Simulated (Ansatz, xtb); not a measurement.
**C4H5BFN: which of two isomers lies lower**

Structure X is `Bn1cccc1F`, a singlet and structure Y is `Bc1ccc(F)[nH]1`, a singlet. Both are isolated molecules in the gas phase, relaxed with B3LYP/def2-SVP; the shapes shown needn't be the lowest conformers.

X (Å):

```json
{"atom": "C", "x (Å)": "0.0023", "y (Å)": "-1.9877", "z (Å)": "0.1346"}
{"atom": "C", "x (Å)": "-0.0691", "y (Å)": "-1.5444", "z (Å)": "-1.1525"}
{"atom": "C", "x (Å)": "-0.1282", "y (Å)": "-0.0987", "z (Å)": "-1.1267"}
{"atom": "C", "x (Å)": "-0.0882", "y (Å)": "0.2480", "z (Å)": "0.1880"}
{"atom": "B", "x (Å)": "0.0529", "y (Å)": "-0.9139", "z (Å)": "2.4270"}
{"atom": "F", "x (Å)": "-0.1148", "y (Å)": "1.4467", "z (Å)": "0.7461"}
{"atom": "N", "x (Å)": "-0.0075", "y (Å)": "-0.8781", "z (Å)": "1.0055"}
{"atom": "H", "x (Å)": "0.0357", "y (Å)": "0.1172", "z (Å)": "3.0392"}
{"atom": "H", "x (Å)": "0.1197", "y (Å)": "-1.9916", "z (Å)": "2.9551"}
{"atom": "H", "x (Å)": "0.0609", "y (Å)": "-2.9919", "z (Å)": "0.5456"}
{"atom": "H", "x (Å)": "-0.0800", "y (Å)": "-2.1684", "z (Å)": "-2.0443"}
{"atom": "H", "x (Å)": "-0.1915", "y (Å)": "0.5848", "z (Å)": "-1.9697"}
```

Y (Å):

```xyz
12

C    -0.1377   -0.6696    0.9988
C     0.6985   -1.7406    0.6264
C     0.7410   -1.8468   -0.7773
C    -0.0810   -0.8249   -1.2407
B    -0.5149   -0.1418    2.3581
F    -0.3803   -0.4931   -2.4846
N    -0.5994   -0.1312   -0.2139
H    -1.2609    0.8055    2.4650
H    -0.0695   -0.6678    3.3478
H     1.2226   -2.3772    1.3376
H     1.2841   -2.5562   -1.3965
H    -1.2274    0.6594   -0.3020
```

Quicker runs give these differences E(Y) − E(X): GFN2-xTB +75.1 kJ/mol; HF/STO-3G +92.9 kJ/mol (at GFN2-xTB geometries); r2SCAN-D4/def2-SVP +38.0 kJ/mol (at GFN2-xTB geometries).

Estimate E(Y) − E(X) at the level CCSD(T)/def2-SVP + ΔMP2/def2-TZVPP.

Calculated at CCSD(T)/def2-SVP + ΔMP2/def2-TZVPP: E(Y) − E(X) = +53.3 kJ/mol, so structure X lies lower.

Level by level:

| level | geometry | E(Y) − E(X) (kJ/mol) | departure from the last row (kJ/mol) | job, with rough time for the two |
| --- | --- | --- | --- | --- |
| GFN2-xTB | GFN2-xTB | +75.1 | +21.8 | optimisation, 0.53 s |
| HF/STO-3G | GFN2-xTB | +92.9 | +39.6 | single point, 3.1 s |
| r2SCAN-D4/def2-SVP | GFN2-xTB | +38.0 | −15.3 | single point, 13 s |
| B3LYP/def2-SVP | B3LYP/def2-SVP | +43.7 | −9.6 | optimisation, 2.2 min |
| HF/def2-SVP | B3LYP/def2-SVP | +57.7 | +4.4 | part of the CCSD(T) run |
| MP2/def2-SVP | B3LYP/def2-SVP | +49.1 | −4.2 | part of the CCSD(T) run |
| CCSD(T)/def2-SVP | B3LYP/def2-SVP | +56.1 | +2.8 | single point |
| CCSD(T)/def2-SVP + ΔMP2/def2-TZVPP | B3LYP/def2-SVP | +53.3 |  | single point, 2.5 min |

As drawn, Y has 1 C–B, 1 N–H in place of 1 B–N, 1 C–H.

The levels shown agree on the order. The largest departure from CCSD(T)/def2-SVP + ΔMP2/def2-TZVPP is that of HF/STO-3G, 39.6 kJ/mol. The last row adds to CCSD(T) the change of the MP2 difference between the two basis sets, here −2.8 kJ/mol.

With thermal terms from frequencies at re-optimised GFN2-xTB minima (ideal gas, soft modes damped towards free rotors, one conformer each, 298.15 K, 1 atm): the zero-point term adds −1.2 kJ/mol; ΔH is +52.7 and ΔG +51.5 kJ/mol.

The correlated steps freeze 7 core orbitals. Programs: Ansatz 0.2.0, xtb 6.7.1; the last row on 2 threads of Intel(R) Xeon(R) Processor @ 2.50GHz (Skylake/Cascade Lake) on a shared host.
